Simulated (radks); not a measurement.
Excited configurations of the thallium ion Tl33+: one electron is placed in a higher orbital outside [Kr] 4d10 4f1. The ground configuration is [Kr] 4d10 4f2. Method: Dirac Kohn-Sham, BLYP, spin-unpolarised, spherical densities, finite nucleus; open shells fill j = l - 1/2 first; Fermi nuclear charge, rms radius 5.4759 fm; computed with a radial shooting solver on a logarithmic mesh with Libxc functionals. Excitation = E - E(ground); binding = E(ion) - E, where the ion is the core of charge +34; n* = 34/sqrt(2 binding) in atomic units. These energies are relativistic, and a one-electron ion of charge +34 with no core already has n* below n in this formula (Dirac formula, point nucleus: 5s1/2 4.973, 5d3/2 4.989, 6s1/2 5.973, 6d3/2 5.988, 6f5/2 5.994, 7p1/2 6.972, 7d3/2 6.988, 7f5/2 6.993). The quantum defect is therefore taken as that value minus n*, so that it holds no relativistic shift of the bare ion.

| outer orbital | excitation (eV) | binding (eV) | n* | quantum defect | eigenvalue (eV) | <r> (bohr) |
|---|---|---|---|---|---|---|
| 5s1/2 | 222.04 | 1050.8 | 3.869 | 1.105 | -1033.8 | 0.6724 |
| 5d3/2 | 410.90 | 861.98 | 4.272 | 0.718 | -846.29 | 0.7332 |
| 6s1/2 | 613.34 | 659.54 | 4.883 | 1.089 | -650.09 | 1.063 |
| 6d3/2 | 710.64 | 562.25 | 5.289 | 0.699 | -553.71 | 1.161 |
| 6f5/2 | 768.02 | 504.87 | 5.581 | 0.412 | -496.58 | 1.204 |
| 7p1/2 | 835.83 | 437.05 | 5.999 | 0.973 | -430.64 | 1.571 |
| 7d3/2 | 876.62 | 396.27 | 6.300 | 0.688 | -390.21 | 1.677 |
| 7f5/2 | 910.29 | 362.60 | 6.586 | 0.407 | -356.73 | 1.745 |

The Delta-SCF ionisation energy is 1272.9 eV (NIST Atomic Spectra Database: 1290 eV, theoretical). Self-interaction in the functional shifts the binding energies and quantum defects, so they are the method's values and not measured ones. Spin polarisation and multiplet splitting are left out, so open shells lie too high by an amount that depends on their filling.

Beside tabulated values, note that spin-unpolarised runs miss the spin-polarisation part of the exchange energy of open shells.
